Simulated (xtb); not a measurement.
F4Te, charge -1, doublet, geometry from GFN2-xTB (a state made from the parent by changing its charge; the spin is typed, not shown lowest). Base run: GFN0-xTB in xtb.

Geometry (Å):
```xyz
5

Te     0.0756     0.0125     0.1034
F      0.9605     1.9727    -0.1094
F      1.5421    -1.5609    -0.1077
F     -1.2574    -1.5312    -0.1894
F     -1.6819     1.0472    -0.1907
```
Charge -1, spin multiplicity 2.
All else is at xtb's defaults.
Base energy -20.10421 Eh.

Variants of this job, named by their change:

```tsv
change	ΔE vs base (kJ/mol)
base	0.00
etemp = 5000	-45.8
etemp = 10000	-211.7
acc = 0.0001	0.00
etemp = 1000	-0.11
acc = 0.1	0.00
file = coord	0.00
etemp = 10	0.00
acc = 30	0.00
```
